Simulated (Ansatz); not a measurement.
Geometry optimisation, RHF/cc-pVDZ (Ansatz).

The input (input.yaml):

```yaml
crystal:
  periodic: [false, false, false]
  atoms:
    - { symbol: Al, position_ang: [-0.599826, 1.024821, 0.339099] }
    - { symbol: H, position_ang: [2.002537, 0.213094, 0.806229] }
    - { symbol: F, position_ang: [1.773054, -0.617239, 0.514616] }
    - { symbol: O, position_ang: [-1.687373, -0.166709, -0.257752] }
    - { symbol: Si, position_ang: [-2.716251, -1.333948, -0.826223] }
    - { symbol: H, position_ang: [-2.769363, -2.480347, 0.118636] }
    - { symbol: H, position_ang: [-4.086422, -0.774315, -0.973673] }
    - { symbol: H, position_ang: [-2.257557, -1.825658, -2.151933] }
basis:
  gaussian: { orbitals: cc-pVDZ }
hamiltonian:
  xc: hf
relax:
  f_tol: 0.03
  max_steps: 50
```

Command:

```bash
$ ansatz run input.yaml --threads 1 --pin off --max-ram 2048MiB --backend cpu --events-out ev --progress --plain --runs-dir out
```

Problem. Where does it end, and by what steps?

Solution. The run converged. The force dipped under the threshold on the way, but the program's further checks kept it going. After 28 steps the energy has fallen by 0.068 eV; H2 moved furthest, 0.91 Å.

```csv
step,energy less start (eV),largest force component (eV/Å),accepted
0,0.0000,0.338,yes
1,-0.0217,1.213,yes
2,-0.0063,1.477,no
3,-0.0334,0.945,yes
4,-0.0479,0.339,yes
5,-0.0503,0.154,yes
6,-0.0515,0.051,yes
7,-0.0509,0.349,no
8,-0.0522,0.030,yes
9,-0.0493,0.591,no
10,-0.0534,0.145,yes
11,-0.0538,0.242,yes
12,-0.0554,0.074,yes
13,-0.0558,0.056,yes
14,-0.0587,0.087,yes
15,-0.0510,0.981,no
16,-0.0591,0.056,yes
17,-0.0601,0.242,yes
18,-0.0601,0.447,yes
19,-0.0576,0.592,no
20,-0.0633,0.014,yes
21,-0.0639,0.014,yes
22,-0.0638,0.454,no
23,-0.0647,0.087,yes
24,-0.0653,0.115,yes
25,-0.0660,0.204,yes
26,-0.0656,0.437,no
27,-0.0674,0.046,yes
28,-0.0679,0.012,yes
```

```xyz
8
Properties=species:S:1:pos:R:3
Al -1.044 1.560 0.385
H 1.990 -0.664 0.548
F 1.114 -0.646 0.329
O -1.930 0.202 -0.208
Si -2.484 -1.260 -0.744
H -2.301 -2.304 0.299
H -3.933 -1.167 -1.069
H -1.752 -1.681 -1.969
```

Time of the run: 88 s on 1 thread of Arm Neoverse N1 (shared host), peak memory 0.15 GiB.
